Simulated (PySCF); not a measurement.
C4H10N, SMILES N(CC)C[CH2], multiplicity 2. Geometry optimised at PBE0-D3(BJ)/def2-SVP. The isomer is the one that the SMILES or the coordinates give; other isomers of the formula were not compared. One conformer was computed; it need not be the lowest.

Computed equilibrium geometry at PBE0-D3(BJ)/def2-SVP (PySCF confirms it by a frequency run) as a Z-matrix (one conformer of several):
```
N
H 1 1.0186
C 1 1.4455 2 110.02
H 3 1.1049 1 107.68 2 -175.57
H 3 1.1137 4 105.49 1 121.78
C 1 1.4479 2 109.69 3 128.08
H 6 1.1066 1 108.77 2 70.07
H 6 1.1113 7 104.11 1 -114.14
C 6 1.4893 7 109.25 8 -118.01
H 9 1.0933 6 120.80 7 38.15
H 9 1.0935 10 117.79 6 -172.28
C 3 1.5162 4 109.52 5 117.34
H 12 1.1001 3 111.24 4 -58.10
H 12 1.1002 13 108.76 3 -121.85
H 12 1.1026 13 107.44 14 -116.35
```
Charge 0, spin multiplicity 2.
